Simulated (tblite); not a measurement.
C₇H₁₁PSSi.
Cartesian coordinates in Å at the GFN2-xTB level; atoms count from 1:
```
atom  x, y, z in Å
C1     3.624   -0.760    0.202
C2     2.861    0.184   -0.342
C3     1.429    0.173   -0.232
C4     0.542    1.034   -0.781
C5    -0.859    0.768   -0.508
C6    -1.896    1.676   -1.074
C7    -1.102   -0.324    0.254
Si8   -2.720   -1.022    0.911
P9     0.483   -1.027    0.769
S10    0.824   -1.170    2.665
H11    3.182   -1.572    0.762
H12    4.697   -0.747    0.127
H13    3.296    1.005   -0.899
H14    0.832    1.873   -1.397
H15   -1.802    1.719   -2.159
H16   -1.754    2.686   -0.689
H17   -2.896    1.339   -0.815
H18   -3.675   -1.060   -0.201
H19   -2.451   -2.378    1.386
H20   -3.212   -0.161    1.986
H21    0.589   -2.219    0.033
```

Method: GFN2-xTB as coded in tblite; computed harmonic values from a numerical Hessian at the method's own geometry, unscaled. Errors from tens to a few hundred cm⁻¹ against measured bands are possible. Modes of hydrogen on phosphorus and silicon can be 10 to 20 % off. One conformer, not necessarily the lowest.

Harmonic wavenumbers (cm⁻¹): 49.8, 54.7, 85.6, 96.0, 108.1, 120.6, 138.3, 190.8, 208.4, 281.2, 312.4, 329.4, 401.1, 471.5, 500.3, 509.5, 549.3, 564.4, 580.8, 631.1, 656.2, 746.5, 751.8, 766.1, 773.6, 791.2, 831.3, 863.1, 883.7, 922.0, 972.7, 990.7, 1001.6, 1019.2, 1058.3, 1153.7, 1233.6, 1264.5, 1301.2, 1387.5, 1395.6, 1465.3, 1468.2, 1532.5, 1609.4, 1645.8, 2157.8, 2242.9, 2273.4, 2284.2, 3000.0, 3012.8, 3043.7, 3056.9, 3070.7, 3076.8, 3136.7.

A = 1179, B = 703.0, C = 474.9 MHz; mass 186.009 u (most abundant isotopes); point group C1, symmetry number 1.

What is the zero-point energy?

Half the sum of the wavenumbers: 32512 cm⁻¹ = 92.96 kcal/mol.

Give the ideal-gas entropy at 298.15 K and 1 bar in the rigid-rotor, harmonic-oscillator model (classical rotation).

Translation 41.59, rotation 31.08, vibration 42.18: S = 114.9 cal/(mol K).

And Cp and H(298.15 K) − H(0)?

Cp = 49.56 cal/(mol K), of which vibrations give 41.61 (their classical limit is 57 R = 113.3); H(298.15 K) − H(0) = 8.88 kcal/mol without the zero-point energy, 6.51 from vibrations.

Which modes carry the vibrational entropy at 298.15 K?

49.8 cm⁻¹: 4.83; 54.7 cm⁻¹: 4.64; 85.6 cm⁻¹: 3.76; 96.0 cm⁻¹: 3.53; 108.1 cm⁻¹: 3.30; 120.6 cm⁻¹: 3.09 cal/(mol K); the other 51 give 19.03 together.

Blend soft modes into free rotors: weight 1/[1 + (100 cm⁻¹/ν̃)⁴] for the oscillator and the rest for a rotor with moment μB/(μ + B), μ = h/(8π²ν), B = 10⁻⁴⁴ kg m². What vibrational entropy results?

38.66 cal/(mol K) in place of 42.18, which changes −T·S at 298.15 K by +1.05 kcal/mol.

Hindered rotation and anharmonicity are outside this model. Other conformers, if any are populated, would add a mixing term that is left out. The structure is chiral; the term R ln 2 for an equal mix with its mirror image is left out.
